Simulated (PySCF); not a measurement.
CH3Li, charge -1, doublet, geometry from GFN2-xTB (such geometries of metal compounds can be far from the true shape) (a state made from the parent by changing its charge; the spin is typed, not shown lowest) (in this run its highest filled SCF level lies above zero, so its values depend strongly on the basis, on diffuse functions most of all); DF-M062X/pcseg-0 (PySCF).

Here is a job for PySCF.
```python
from pyscf import gto, scf, dft

mol = gto.Mole()
mol.atom = '''
    Li   -1.20662055   -0.71723209   -1.05828569
    C     0.29200003    0.17356889    0.25610326
    H     0.88001435   -0.55142896    0.87715171
    H    -0.10349501    0.89346180    1.01926889
    H     1.09134210    0.76825007   -0.25818308
'''
mol.basis = 'pcseg-0'
mol.charge = -1
mol.spin = 1
mol.verbose = 5
mol.build()

mf = dft.UKS(mol)
mf.xc = 'm062x'
mf = mf.density_fit(auxbasis='def2-universal-jkfit')
mf.kernel()
```

Output, abridged:

```
PySCF version 2.14.0

[INPUT] verbose = 5
[INPUT] max_memory = 4000
[INPUT] num. atoms = 5
[INPUT] num. electrons = 13
[INPUT] charge = -1
[INPUT] spin (= nelec alpha-beta = 2S) = 1
[INPUT] symmetry False subgroup None
[INPUT] Mole.unit = angstrom
[INPUT] Symbol           X                Y                Z      unit          X                Y                Z       unit  Magmom
[...]
[INPUT] ---------------- BASIS SET ----------------
[INPUT] l, kappa, [nprim/nctr], expnt,             c_1 c_2 ...
[INPUT] Li
[...]
                                15.9407           0.154727    0    0
                                3.49862            0.5    0    0
                                0.86538           0.611796    0    0
                                0.086                0    1    0
                                0.0396337            0    0    1
[...]
                                0.0624984          0.5
[INPUT] H
[...]
                                0.660487           0.5    0
                                0.136687             0    1
[INPUT] C
[...]
                                71.19             0.144462    0    0
                                15.886             0.5    0    0
                                4.16469           0.628138    0    0
                                0.442581             0    1    0
                                0.142836             0    0    1
[...]
                                0.87986            0.5    0
                                0.192992             0    1

nuclear repulsion = 15.4340659999346
number of shells = 7
number of NR pGTOs = 36
number of NR cGTOs = 21
basis = pcseg-0
ecp = {}

******** <class 'pyscf.df.df_jk.DFUKS'> ********
method = DFUKS
initial guess = minao
damping factor = 0
level_shift factor = 0
DIIS = <class 'pyscf.scf.diis.CDIIS'>
diis_start_cycle = 1
diis_space = 8
diis_damp = 0
SCF conv_tol = 1e-09
SCF conv_tol_grad = None
SCF max_cycles = 50
direct_scf = False
number electrons alpha = 7  beta = 6
XC library pyscf.dft.libxc version 7.1.2
    S. Lehtola, C. Steigemann, M. J. T. Oliveira, and M. A. L. Marques,  SoftwareX 7, 1–5 (2018)
XC functionals = m062x
    Y. Zhao and D. G. Truhlar,  Theor. Chem. Acc. 120, 215 (2008)
    Y. Zhao and D. G. Truhlar,  Theor. Chem. Acc. 120, 215 (2008)
radial grids:
    Treutler-Ahlrichs [JCP 102, 346 (1995); DOI:10.1063/1.469408] (M4) radial grids

becke partition: Becke, JCP 88, 2547 (1988); DOI:10.1063/1.454033
pruning grids: <function nwchem_prune>
grids dens level: 3
symmetrized grids: False
atomic radii adjust function: <function treutler_atomic_radii_adjust>
small_rho_cutoff = 0
Set gradient conv threshold to 3.16228e-05
atom Li rad-grids = 75, ang-grids = [ 50  50  50  50  50  50  50  50  50  50  50  50  50  50  50  50  50  50
  50  50  50  50  50  50  86  86  86  86  86  86  86  86  86  86 266 266
 266 266 266 266 266 302 302 302 302 302 302 302 302 302 302 302 302 302
 302 302 302 302 302 302 302 302 266 266 266 266 266 266 266 266 266 266
 266 266 266]
atom C rad-grids = 75, ang-grids = [ 50  50  50  50  50  50  50  50  50  50  50  50  50  50  50  50  50  50
  50  50  50  50  86  86  86  86  86  86  86  86  86  86 266 266 266 266
 266 266 302 302 302 302 302 302 302 302 302 302 302 302 302 302 302 302
 302 302 302 302 266 266 266 266 266 266 266 266 266 266 266 266 266 266
 266 266 266]
atom H rad-grids = 50, ang-grids = [ 50  50  50  50  50  50  50  50  50  50  50  50  50  50  50  86  86  86
  86 266 266 266 266 266 302 302 302 302 302 302 302 302 302 302 302 302
 302 266 266 266 266 266 266 266 266 266 266 266 266 266]
tot_boxes 1872, boxes in each direction [11 10 10]
Padding 0 grids
tot grids = 57264
nelec by numeric integration = [5.99285645 5.99285645]
******** <class 'pyscf.df.df.DF'> ********
auxbasis = def2-universal-jkfit
num shells = 60, num cGTOs = 180
size of aux basis 180
int3c2e [1/1], AO [0:7], nrow = 231
[...]
   0.8965319    1.03488953   1.14411573   1.22923083   1.22933498
   1.25815617]
multiplicity <S^2> = 0.75133515  2S+1 = 2.0013347
nelec by numeric integration = [6.99999471 5.9999957 ]
E1 = -95.63741803564963  E2 = 32.95656947675062  Ecoul = 41.428481680269925  Exc = -8.4719122035193
cycle= 9 E= -47.2467825589644  delta_E= -1.76e-07  |g|= 0.000104  |ddm|= 0.00167
  alpha mo_energy =
[-10.29202494  -1.91181795  -0.52178284  -0.21279738  -0.21278222
  -0.05904417   0.0497015    0.24063765   0.240648     0.2785173
   0.35857369   0.39663508   0.39666858   0.43731289   0.90026447
   0.90031787   1.04172831   1.14387952   1.22870981   1.2288015
   1.25623462]
  beta  mo_energy =
[-10.29025929  -1.91009864  -0.51818188  -0.21138061  -0.21136824
  -0.04653658   0.06181365   0.12938641   0.19818968   0.1981909
   0.29972047   0.39346313   0.39347548   0.40681046   0.89650111
   0.89653617   1.03488296   1.14412402   1.22923098   1.22933508
   1.25814935]
multiplicity <S^2> = 0.75131679  2S+1 = 2.0013164
nelec by numeric integration = [6.99999471 5.9999957 ]
E1 = -95.63722264862793  E2 = 32.956374061104796  Ecoul = 41.42827182845024  Exc = -8.47189776734545
cycle= 10 E= -47.2467825875885  delta_E= -2.86e-08  |g|= 3.86e-05  |ddm|= 0.00094
  alpha mo_energy =
[-10.29202622  -1.91181481  -0.52178324  -0.21279824  -0.2127831
  -0.05904568   0.04970164   0.24063556   0.24064591   0.27851405
   0.35856925   0.39663522   0.39666874   0.43731235   0.90026311
   0.90031652   1.04172841   1.14387932   1.22871007   1.22880179
   1.25623351]
  beta  mo_energy =
[-10.29026132  -1.9100948   -0.51818351  -0.21138172  -0.21136938
  -0.04653808   0.06189029   0.12934816   0.19818761   0.19818901
   0.2997196    0.39346149   0.39347386   0.40681759   0.89650133
   0.89653641   1.03488094   1.14412543   1.22922845   1.22933258
   1.25814961]
multiplicity <S^2> = 0.75131917  2S+1 = 2.0013187
nelec by numeric integration = [6.99999471 5.9999957 ]
E1 = -95.63732786532897  E2 = 32.95647927378343  Ecoul = 41.42838751439653  Exc = -8.471908240613107
cycle= 11 E= -47.2467825916109  delta_E= -4.02e-09  |g|= 4.59e-06  |ddm|= 0.000169
  alpha mo_energy =
[-10.2920239   -1.91181423  -0.52178226  -0.21279763  -0.21278249
  -0.05904467   0.04970175   0.24063567   0.24064602   0.27851404
   0.35856912   0.3966358    0.39666931   0.43731306   0.90026315
   0.90031657   1.04172946   1.14387948   1.22871145   1.22880317
   1.25623484]
  beta  mo_energy =
[-10.29025925  -1.91009394  -0.51818312  -0.21138124  -0.21136889
  -0.04653823   0.06188829   0.12933135   0.19818163   0.19818306
   0.29971761   0.39346165   0.39347402   0.40681697   0.89650143
   0.8965365    1.03488059   1.14412593   1.22922892   1.22933305
   1.25815004]
multiplicity <S^2> = 0.75131953  2S+1 = 2.0013191
nelec by numeric integration = [6.99999471 5.9999957 ]
E1 = -95.63733470742235  E2 = 32.95648611582698  Ecoul = 41.428394992789336  Exc = -8.471908876962353
cycle= 12 E= -47.2467825916607  delta_E= -4.98e-11  |g|= 1.98e-06  |ddm|= 3.98e-05
  alpha mo_energy =
[-10.29202353  -1.91181383  -0.52178183  -0.21279723  -0.21278208
  -0.05904409   0.0497018    0.24063585   0.2406462    0.27851418
   0.35856919   0.39663616   0.39666967   0.43731348   0.90026348
   0.9003169    1.04172987   1.14387975   1.2287119    1.22880362
   1.2562353 ]
  beta  mo_energy =
[-10.29025889  -1.91009348  -0.51818276  -0.21138083  -0.21136848
  -0.046538     0.06187166   0.1293334    0.19818183   0.19818324
   0.29971679   0.39346193   0.3934743    0.40681537   0.89650179
   0.89653686   1.03488069   1.14412626   1.22922924   1.22933337
   1.25815006]
multiplicity <S^2> = 0.75131916  2S+1 = 2.0013187
nelec by numeric integration = [6.99999471 5.9999957 ]
E1 = -95.63732227239768  E2 = 32.95647368081124  Ecoul = 41.42838140367076  Exc = -8.471907722859516
Extra cycle  E= -47.2467825916518  delta_E= 8.93e-12  |g|= 2.95e-06  |ddm|= 2.04e-05
converged SCF energy = -47.2467825916518  <S^2> = 0.75131916  2S+1 = 2.0013187
```
